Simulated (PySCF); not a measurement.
**A ladder for the electron affinity of Pb**

Pb⁻ [Xe] 4f14 5d10 6s2 6p3 (4S) → Pb [Xe] 4f14 5d10 6s2 6p2 (3P). Scalar values calculated with PySCF 2.14 in aug-cc-pwCVTZ-DK3 (spin-free X2C; valence: [Xe] 4f14 5d10 frozen; valence and next inner shell: [Kr] 4d10 4f14 frozen). The spin-orbit shift comes from two-component X2C-1e calculations (generalised Hartree-Fock, GHF, and MP2 on its spinors, GMP2) in x2c-TZVPall-2c with one added diffuse shell each of s, p, d, f type: GMP2 gives 1.286 eV without and 0.434 eV with screened spin-orbit coupling, a shift of -0.852 eV (GHF: -0.700 eV). Sums use unrounded values; where a UHF row is shifted, it takes the GHF shift.

| method | scalar (eV) | plus spin-orbit shift (eV) | error (eV) |
| --- | --- | --- | --- |
| UHF | 0.865 | 0.165 | -0.191 |
| LDA | 1.479 | 0.627 | 0.270 |
| PBE | 1.321 | 0.469 | 0.113 |
| PBE0 | 1.303 | 0.451 | 0.094 |
| r2SCAN | 1.407 | 0.555 | 0.199 |
| MP2 (valence) | 1.216 | 0.364 | 0.007 |
| SCS-MP2 (valence) | 1.079 | 0.228 | -0.129 |
| MP2 (valence and next inner shell) | 1.309 | 0.457 | 0.100 |
| SCS-MP2 (valence and next inner shell) | 1.127 | 0.276 | -0.081 |
| CCSD (valence) | 1.229 | 0.377 | 0.020 |
| CCSD(T) (valence) | 1.263 | 0.411 | 0.054 |

Reference: 0.357 eV (measured; photodetachment measurements, as compiled on the Wikipedia data page of electron affinities).

The errors of the correlated levels include the incompleteness of the basis and the frozen core, so a lower level can come closer by cancellation.

The GHF and GMP2 shifts differ by 0.152 eV: spin-orbit coupling and correlation are not additive here, and the shift is the weak step of the composite.
